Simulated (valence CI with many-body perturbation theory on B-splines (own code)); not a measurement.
Values are calculated unless marked as measured or tabulated.
**Run record, Se XIII**

Method: configuration interaction combined with many-body perturbation theory (CI+MBPT): four valence electrons over a frozen Dirac-Fock core [Ar], a basis of 6 s, 6 p, 5 d, 5 f, 1 g functions for each j, with the one-electron correlation potential Σ1 (screened to all orders), the two-electron term Σ2, Breit, model QED; selected single and double excitations, second order for the rest, scaled by the run's own slope (own B-spline code, finite nucleus).

Command, and the settings that its task file holds:

```sh
python run_cv.py task.json out
```

```
atom Se  Z=34  mass_number=80  rms_radius_fm=4.1400
core [Ar]
valence 3d4
avg = 1
basis = S
breit = 1
cap = 10000
capref = 1200
cscale = 1
de = 0.0
dress = 0
eps = 2e-08
extrap = 1
h = 0.27
hh = 1
l2 = 3
lcore = 6
maxit = 60
n2 = 5
natural = 1
nlev = 20
nno = [3, 3, 3, 3, 1]
nroot = 26
nsp = [3, 3, 2, 2, 0]
pt2 = 1
qed = 1
rpa = 1
s1 = 1
s2 = 1
s3 = 0
screen = 1
tol = 2e-05
whole = 1
```

It took 26 s on 1 thread of Intel(R) Xeon(R) Platinum 8488C (Sapphire Rapids), on a shared host.

Log. The first blocks belong to the next ion, which gives the ionisation energy. Fields: 2J, parity (1 odd), roots, reference size, generating configurations, candidates as configurations/state functions, variational space P, stored matrix elements, Davidson steps; e2 is the range of second-order energies in hartree. The first line gives the box (bohr), its intervals, the orbitals and the steps of their self-consistent field. Window is the range of levels sought, series limit the energy at which the first omitted orbital would enter, core excitation an estimate of the first excitation out of the core, left out the lowest levels not solved, and shifts from estimates the range by which levels moved from their first estimate, all in cm⁻¹.

```
rmax 8.8 intervals 62 orbitals 40 references ['3d4', '3d3 4s', '3d3 4p'] scf 5 t 1.0
2J=3 par=0 roots 2 ref 27 generators 4 cand 349/970 P 365/997 nnz 0 it 0
2J=3 par=0 roots 2 ref 27 generators 10 cand 531/1269 P 896/2266 nnz 0 it 6
   second order: generators 18 cand 1972/4548 e2 -0.00001 -0.00001
2J=5 par=0 roots 2 ref 29 generators 4 cand 270/961 P 285/990 nnz 0 it 0
2J=5 par=0 roots 2 ref 29 generators 11 cand 559/1557 P 844/2547 nnz 1.4e+06 it 5
   second order: generators 17 cand 2048/5411 e2 -0.00001 -0.00001
2J=7 par=0 roots 2 ref 22 generators 3 cand 310/975 P 322/997 nnz 0 it 0
2J=7 par=0 roots 2 ref 22 generators 8 cand 490/1266 P 812/2263 nnz 0 it 6
   second order: generators 14 cand 1884/5057 e2 -0.00001 -0.00001
reference levels 556, estimated 25, window 81547 1/cm; series limit 2214645, core excitation 733879
2J=0 par=0 roots 3 ref 17 generators 4 cand 130/215 P 1023/1848 nnz 0 it 3
2J=0 par=0 roots 3 ref 17 generators 4 cand 97/160 P 1120/2008 nnz 0 it 4
   second order: generators 11 cand 4895/10964 e2 -0.00004 -0.00002
2J=2 par=0 roots 3 ref 36 generators 3 cand 241/1012 P 756/3548 nnz 2.9e+06 it 4
2J=2 par=0 roots 3 ref 36 generators 3 cand 351/1479 P 1107/5027 nnz 5.6e+06 it 6
   second order: generators 6 cand 2251/12720 e2 -0.00002 -0.00001
2J=4 par=0 roots 5 ref 51 generators 4 cand 144/966 P 488/3490 nnz 2.9e+06 it 5
2J=4 par=0 roots 5 ref 51 generators 4 cand 641/3671 P 1129/7161 nnz 1.1e+07 it 7
   second order: generators 8 cand 2331/19182 e2 -0.00003 -0.00001
2J=6 par=0 roots 5 ref 49 generators 3 cand 137/1011 P 444/3557 nnz 3.2e+06 it 7
2J=6 par=0 roots 5 ref 49 generators 3 cand 643/3968 P 1087/7525 nnz 1.3e+07 it 8
   second order: generators 7 cand 2339/22905 e2 -0.00003 -0.00001
2J=8 par=0 roots 5 ref 42 generators 4 cand 158/1015 P 468/3553 nnz 3.2e+06 it 5
2J=8 par=0 roots 5 ref 42 generators 4 cand 625/3481 P 1093/7034 nnz 1.1e+07 it 8
   second order: generators 8 cand 3767/39721 e2 -0.00003 -0.00002
2J=10 par=0 roots 2 ref 25 generators 2 cand 202/930 P 590/3447 nnz 3e+06 it 4
2J=10 par=0 roots 2 ref 25 generators 2 cand 359/1837 P 949/5284 nnz 6.8e+06 it 5
   second order: generators 7 cand 3364/32810 e2 -0.00003 -0.00003
2J=12 par=0 roots 2 ref 14 generators 2 cand 217/917 P 762/3396 nnz 2.9e+06 it 6
2J=12 par=0 roots 2 ref 14 generators 2 cand 141/489 P 903/3885 nnz 3.8e+06 it 4
   second order: generators 4 cand 1544/16097 e2 -0.00001 -0.00001
left out: unestimated 127710, estimated none, shifts from estimates -13 to 36
operators 1.7
```

The Davidson iterations converged.

No measured spectrum was set against this ion. As an estimate, terms of the open shell hold to 2 to 4 % of their energy, and close levels can change places. Only levels of the ground parity were solved; by the run's estimate the other parity begins above the list, which can be wrong where configurations are misplaced.

| Property | Result |
| --- | --- |
| Valence energy | -66.20995 hartree |
| Ionisation energy | 382.77 eV (NIST: 383 ± 3 eV (theoretical)) |
| Reference configurations for the orbitals | 3d4, 3d3 4s, 3d3 4p |
| Radial orbitals | 40 |
| Box radius | 8.816 bohr |
| Largest variational space | 7525 |
| Lowest levels | 3d4 5D_0 0.0, 3d4 5D_1 1446, 3d4 5D_2 3777, 3d4 5D_3 6601, 3d4 5D_4 9699, 3d4 3P_0 45981, 3d4 3H_4 49866, 3d4 3P_1 53050, 3d4 3H_5 53160, 3d4 3H_6 55583, 3d4 3F_3 56750, 3d4 3F_2 57554, 3d4 3F_4 58935, 3d4 3P_2 62372 cm⁻¹ |

Names give the largest LS component (configuration and term), which can be under half, so a name can repeat, a term be missing and a line seem to break the LS rules; names also repeat where a configuration has a term twice.
